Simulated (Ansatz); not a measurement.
Reaction (isomerisation): `CB(F)[CH2][AlH2]` → `[CH3][AlH][B](C)F`

Calculated with Ansatz (gas phase, PBE0-D4/def2-TZVP geometries, no zero-point term in ΔE). CCSD(T)/CBS adds triple-zeta CCSD(T) − MP2 to the extrapolated MP2 energy (def2 sets, frozen cores). Functionals use def2-TZVPP. B3LYP here is the variant with VWN-RPA as its local correlation; programs differ in this. One conformer a species, not always the lowest.

`CB(F)[CH2][AlH2]`:

```xyz
12

C     0.216   -1.688    0.682
B     0.429   -0.659   -0.479
F     1.577   -0.765   -1.174
C    -0.532    0.480   -0.861
Al   -0.148    2.085    0.201
H    -0.595   -1.423    1.361
H    -0.026   -2.665    0.245
H     1.132   -1.836    1.261
H    -1.565    0.237   -0.586
H    -0.463    0.771   -1.912
H     0.413    3.392   -0.500
H    -0.440    2.071    1.761
```

`[CH3][AlH][B](C)F`:

Z-matrix (Å, degrees):
```
C
Al 1 1.960
H 1 1.096 2 110.3
H 1 1.092 2 114.1 3 -121.6
H 1 1.096 2 110.3 3 116.8
B 2 2.170 1 123.2 3 123.1
H 2 1.599 1 117.0 3 -58.0
F 6 1.341 2 117.2 1 -88.9
C 6 1.565 2 126.2 1 89.9
H 9 1.094 6 113.6 2 171.9
H 9 1.099 6 108.5 2 -67.8
H 9 1.095 6 111.6 2 47.8
```

CCSD(T)/CBS gives +77.9 kJ/mol.

Problem. Another level gave +80.7 kJ/mol. Which?
A. MP2/def2-TZVPP
B. PBE/def2-TZVPP
C. r2SCAN-D4/def2-TZVPP
D. B3LYP-D4/def2-TZVPP

Solution. C. r2SCAN-D4 80.7, PBE 67.7, B3LYP-D4 76.5, MP2/def2-TZVPP 86.1 kJ/mol.

Largest T1 diagnostic among the species: 0.012.

From PBE to PBE0 (25 % exact exchange), in def2-TZVPP and without D4, ΔE moves by +5.4 kJ/mol. The D4 term adds +4.1 kJ/mol with B3LYP and +2.1 kJ/mol with PBE0; it sums over pairs of atoms, weighted by their polarisabilities, and B3LYP, whose exchange is more repulsive, gets the larger term.

CCSD(T)/CBS has its own doubt, a few kJ/mol and more with outer-core shells, so smaller differences from it don't rank the levels.
